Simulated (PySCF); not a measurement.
Geometries of 2 isomers of C7H3N, from PBE0-D3(BJ)/def2-SVP geometry optimisation, gas phase (PySCF). One conformer each, no zero-point energy, no frequencies.

**Question.** Which isomer lies lower at this level?
A.
```xyz
11
angstrom
C     -4.482    1.247    0.672
N     -3.562    0.510    0.680
C     -2.520   -0.371    0.694
C     -1.246   -0.004    0.571
C     -0.028    0.310    0.457
C      1.252    0.662    0.335
C      2.331   -0.253    0.350
C      3.277   -1.016    0.359
H     -2.793   -1.425    0.815
H      1.490    1.727    0.216
H      4.109   -1.695    0.368
```
B.
```xyz
11
angstrom
C     -2.704    1.569   -0.496
C     -1.425    1.621   -0.903
C     -0.416    0.737   -0.455
C      0.473   -0.018   -0.082
C      1.450   -0.861    0.339
C      2.326   -1.627    0.721
C      3.307   -2.480    1.147
N      4.140   -3.209    1.511
H     -3.436    2.282   -0.881
H     -3.045    0.821    0.223
H     -1.111    2.384   -1.626
```

**Answer.** B. That is vinylcyanodiacetylene (`C=CC#CC#CC#N`), 35.8 kcal/mol below the other.

| SMILES | atoms numbered as above | E (Eh) | relative (kcal/mol) | relative (kJ/mol) | dipole (D) |
| --- | --- | --- | --- | --- | --- |
| C=CC#CC#CC#N | [CH2:1]=[CH:2][C:3]#[C:4][C:5]#[C:6][C:7]#[N:8] | -322.51573 | 0.0 | 0.0 | 6.02 |
| [C-]#[N+]C=C=C=CC#C | [C-:1]#[N+:2][CH:3]=[C:4]=[C:5]=[CH:6][C:7]#[CH:8] | -322.45860 | 35.8 | 150.0 | 3.80 |
